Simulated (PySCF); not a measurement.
Polarisability and C₆ of Si (silicon, neutral)

[Ne] 3s2 3p2, high-spin 3P determinant. Computed with PySCF 2.14 in aug-cc-pVTZ-DK (6s5p3d2f, 50 functions), with scalar relativity by spin-free X2C-1e. Coupled (time-dependent) response in atomic units; α is the mean over directions.

| method | mean α (bohr³) | α xx, yy, zz | C₆ (like pair) | S(−4) |
| --- | --- | --- | --- | --- |
| UHF | 38.48 | 32.45, 41.50, 41.50 | 317.3 | 548.6 |
| PBE | 41.41 | 33.63, 45.30, 45.30 | 342.6 | 724.4 |
| PBE0 | 39.71 | 32.81, 43.16, 43.16 | 326.4 | 629.3 |
| wB97M-V | 42.00 | 33.91, 46.04, 46.04 | 340.3 | 793.9 |
| B97-3 | 40.14 | 33.13, 43.64, 43.64 | 331.1 | 644.3 |

S(−4) is the Cauchy moment in α(ω) = α(0) + S(−4) ω² + …

Reference α: 37.3 ± 0.7 bohr³ (recommended; Schwerdtfeger and Nagle, table of static dipole polarizabilities (2023 update)). Published C₆: 305.0 (Chu and Dalgarno (2004); Tang, Norbeck and Certain (1976)).

α(iu) at B97-3:

```tsv
u (hartree)	α(iu) (bohr³)
0	40.14
0.0500	38.61
0.100	34.80
0.200	25.63
0.300	18.31
0.500	9.928
0.750	5.378
1.00	3.321
1.50	1.627
2.00	0.9725
3.00	0.4733
5.00	0.1924
```

A single London oscillator, α(iu) = α/(1 + u²/ω²), gives C₆ = (3/4) ω α². Matching the computed C₆ needs ω = 4 × 331.1 / (3 × 40.14²) = 0.274 hartree.

The components differ because the open shell of this determinant is not spherical; for a pure term their mean is the scalar polarisability.
